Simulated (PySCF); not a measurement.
Job file and geometry (Å, from GFN2-xTB) of an NMR shielding run on SMILES [SiH2]1[Si@H](C(C)=O)C[C@H]1C[SiH3], C5H14OSi3, GIAO PBE0/pcSseg-1 NMR shielding, non-relativistic, gas phase in PySCF 2.14.0, density-fitted response routines; density fitting, a coarse starting grid and PySCF grid level 2 are the driver's defaults:

```
$ OMP_NUM_THREADS=1 python probes_run.py task.json out

{"job": {"kind": "nmr", "xc": "PBE0", "basis": "pcSseg-1"}, "charge": 0, "multiplicity": 1}
C     -3.092502     0.760381    -0.727440
C     -3.113053    -0.468817     0.140229
O     -4.139707    -1.037476     0.437333
Si    -1.432366    -1.192634     0.726978
C     -0.015287     0.100220     0.933023
C      0.821803    -0.155530    -0.345721
C      2.324945    -0.169203    -0.089705
Si     3.016995     1.496375     0.519434
Si     0.041670    -1.816824    -0.969300
H     -2.739301     1.598827    -0.129899
H     -2.393241     0.615654    -1.547797
H     -4.084114     0.984849    -1.114679
H     -1.744322    -1.957660     1.940038
H     -0.293559     1.147447     1.043940
H      0.578053    -0.151367     1.812168
H      0.614689     0.641565    -1.067433
H      2.555562    -0.955972     0.632900
H      2.837265    -0.446405    -1.015039
H      2.651468     2.535508    -0.447669
H      2.472491     1.849661     1.831660
H      4.475049     1.403570     0.622388
H     -0.287053    -1.795380    -2.402180
H      0.939762    -2.959802    -0.773152
```

**Question.** Write the output of this run.

**Answer.** 
```
coarse grid: 20072 points
cycle   1  E = -1141.6593541879  dE =  7.921e-01  |g| = 8.290e-01  |ddm| = 4.311e+00
cycle   2  E = -1141.1982028955  dE =  4.612e-01  |g| = 1.711e+00  |ddm| = 2.668e+00
cycle   3  E = -1141.7969450602  dE = -5.987e-01  |g| = 2.204e-01  |ddm| = 2.163e+00
cycle   4  E = -1141.8067945836  dE = -9.850e-03  |g| = 8.914e-02  |ddm| = 2.920e-01
cycle   5  E = -1141.8086732770  dE = -1.879e-03  |g| = 2.153e-02  |ddm| = 1.139e-01
cycle   6  E = -1141.8087873774  dE = -1.141e-04  |g| = 6.248e-03  |ddm| = 2.754e-02
cycle   7  E = -1141.8087964824  dE = -9.105e-06  |g| = 1.436e-03  |ddm| = 7.845e-03
final grid: 178240 points
cycle   8  E = -1141.8713126847  dE = -2.213e-05  |g| = 1.401e-02  |ddm| = 3.471e-02
cycle   9  E = -1141.8711990016  dE =  1.137e-04  |g| = 2.777e-02  |ddm| = 3.309e-02
cycle  10  E = -1141.8713517249  dE = -1.527e-04  |g| = 2.561e-03  |ddm| = 2.350e-02
cycle  11  E = -1141.8713531329  dE = -1.408e-06  |g| = 3.595e-04  |ddm| = 2.372e-03
cycle  12  E = -1141.8713531629  dE = -2.995e-08  |g| = 1.481e-04  |ddm| = 6.460e-04
cycle  13  E = -1141.8713531686  dE = -5.671e-09  |g| = 3.448e-05  |ddm| = 1.875e-04
cycle  14  E = -1141.8713531688  dE = -2.774e-10  |g| = 7.555e-06  |ddm| = 4.395e-05
converged SCF energy = -1141.8713531688

GIAO shielding tensors (ppm)
atom      isotropic    diamagn.    paramagn.     s11        s22        s33       span
  0 C      146.521     251.101    -104.580    114.516    136.280    188.767     74.251
  1 C      -56.564     257.415    -313.979   -159.795   -107.396     97.500    257.294
  2 O     -528.456     392.578    -921.034  -1415.133   -503.290    333.056   1748.189
  3 Si     399.208     882.394    -483.186    356.068    409.662    431.893     75.825
  4 C      161.998     256.645     -94.647    145.816    157.378    182.799     36.983
  5 C      160.958     255.886     -94.927    142.415    167.296    173.163     30.749
  6 C      164.295     248.918     -84.622    146.764    158.177    187.945     41.181
  7 Si     425.753     879.311    -453.558    387.123    421.231    468.904     81.781
  8 Si     391.362     882.530    -491.168    335.356    362.266    476.465    141.109
  9 H       28.982      31.297      -2.315     25.402     30.227     31.317      5.915
 10 H       28.940      32.283      -3.343     25.453     29.956     31.411      5.958
 11 H       29.360      27.752       1.607     26.485     27.148     34.446      7.961
 12 H       27.047      30.819      -3.772     23.119     25.481     32.540      9.421
 13 H       29.643      35.103      -5.460     25.925     27.982     35.021      9.096
 14 H       30.550      35.097      -4.547     26.452     30.964     34.234      7.782
 15 H       29.512      36.161      -6.649     26.460     29.544     32.533      6.072
 16 H       30.623      31.757      -1.134     26.179     30.766     34.923      8.744
 17 H       30.510      30.406       0.104     24.817     29.436     37.278     12.461
 18 H       28.063      29.198      -1.135     24.673     26.390     33.127      8.454
 19 H       27.692      29.264      -1.572     23.952     27.280     31.845      7.893
 20 H       27.859      28.090      -0.231     24.309     25.371     33.898      9.589
 21 H       26.867      30.489      -3.622     24.107     24.521     31.973      7.867
 22 H       27.289      30.986      -3.697     24.155     26.144     31.567      7.413
```

**Question.** Turn these shieldings into chemical shifts. Scale: ¹³C (σ = 186.93 ppm) and ²⁹Si (σ = 349.16 ppm) and ¹H (σ = 31.72 ppm) vs TMS; H2O for ¹⁷O (σ = 336.08 ppm) (reference shieldings calculated alike).

**Answer.** Averaging equivalent atoms: C 1: 243.5; C 0: 40.4; C 5: 26.0; C 4: 24.9; C 6: 22.6; O 2: 864.5; Si 8: -42.2; Si 3: -50.0; Si 7: -76.6; H 21: 4.85; H 12: 4.67; H 22: 4.43; H 18/19/20: 3.85; H 9/10/11: 2.62; H 15: 2.20; H 13: 2.07; H 17: 1.21; H 14: 1.17; H 16: 1.09 ppm. Unscaled 17O shifts of doubly bonded oxygen tend to come out too high, by tens of ppm or more. Experimental scales use liquid or dissolved standards, which lie at an offset from isolated H2O (liquid H2O: subtract about 36 ppm).

Size and cost of the density-fitted run: 244 basis functions, 67 s wall time on 1 thread of an Intel Xeon Platinum 8375C, shared host; peak memory 1.1 GiB.
